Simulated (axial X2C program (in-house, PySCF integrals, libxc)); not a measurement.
**KB⁺: from the spin-free to the two-component result**

All values were computed with an axial X2C code built on PySCF integrals. Spin-free means the one-electron spin-free X2C Hamiltonian; two-component (2c) means X2C with spin–orbit coupling and atomic mean-field two-electron Coulomb and Gaunt terms, so the difference of the two also holds small scalar two-electron terms. Basis: K dyall-cv3z [11s12p6d3f], B dyall-v3z [7s6p2d1f] (cores contracted in-house); Gaussian nuclei, density fitting, unrestricted open shells. Masses: K 38.964 u, B 11.009 u.

Spin-free state: M_S = 1/2, Λ = 0 (beyond evenly filled blocks: σα); fragments K+ + B.

| level | Re (Å) | ωe (cm⁻¹) | De (eV) | μ (D) |
| --- | --- | --- | --- | --- |
| PBE0 | 3.335 | 149.4 | 0.370 | -1.86 |
| HF | 3.433 | 141.9 | 0.312 | -2.18 |
| MP2 | 3.328 | 152.2 | 0.348 | n/a |
| B3LYP | 3.359 | 145.0 | 0.357 | -1.88 |

Correlated methods: 11 electrons correlated (number of frozen shells: K 2 s, 1 p; B 1 s), 217 virtual spin orbitals or spinors in MP2.

Dipoles are positive if B is the positive end and refer to the centre of mass.

Two-component determinant lowest at the distance of the search:

Ω = 1/2 (⟨Sz⟩ = 0.50, ⟨Lz⟩ = 0.00 at HF); fragments K+ + B.

```csv
level,Re (Å),ωe (cm⁻¹),De (eV),μ (D)
PBE0,3.335,149.4,0.370,-1.86
HF,3.433,141.8,0.278,-2.18
MP2,3.328,152.2,0.352,n/a
B3LYP,3.359,145.0,0.357,-1.88
```

Task: From the two tables, how do the constants change at the MP2 level (2c against spin-free)?

Result: At the MP2 level Re is unchanged within 0.001 Å and ωe stays the same within 0.2 cm⁻¹; De is not compared, since the atomic limits differ or miss part of their spin–orbit lowering.

The state is a single determinant with fixed occupations, the lowest that a limited PBE0 search found. Dissociation energies refer to the lowest single-determinant-based atoms at the same level and basis. Density functionals use the spin component along the axis (collinear). A 2c atom that is not at its ground J level misses part of its spin–orbit lowering, and De is too large by that part (0.04 eV or less for light atoms). This holds for PBE0, MP2, B3LYP. PBE0 can misorder states that lie within some tenths of an eV, so this need not be the ground state of the molecule. The nearest other spin-free determinant of the search, M_S = 1/2, Λ = 1, lies 0.43 eV up at the distance of the search. The functionals have no current-density term, which raises determinants with orbital currents, atoms included.
